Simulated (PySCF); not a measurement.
Computed IR spectrum (relative IR intensity) of a molecule C₂H₄BNO₂. Coordinates come from a PBE-D3(BJ)/def2-SVP optimisation. The values are those of a single conformer. Level of theory: PySCF with PBE-D3(BJ)/def2-SVP. Harmonic, unscaled wavenumbers; measured fundamentals usually lie a few per cent lower.

ν (cm⁻¹): 63 (vw), 120 (vw), 417 (w), 549 (w), 557 (s), 752 (w), 813 (w), 994 (m), 1018 (m), 1329 (vs), 1354 (w), 1463 (vs), 2283 (w), 3678 (m), 3724 (m) (against the strongest line: vs over 80 %, s over 45 %, m over 15 %, w over 4 %, vw less)

Which molecule gave these data?
(A) OB1C=NCO1
(B) N#CCB(O)O
(C) OB1COC=N1
(D) COB1N=CO1

B, N#CCB(O)O
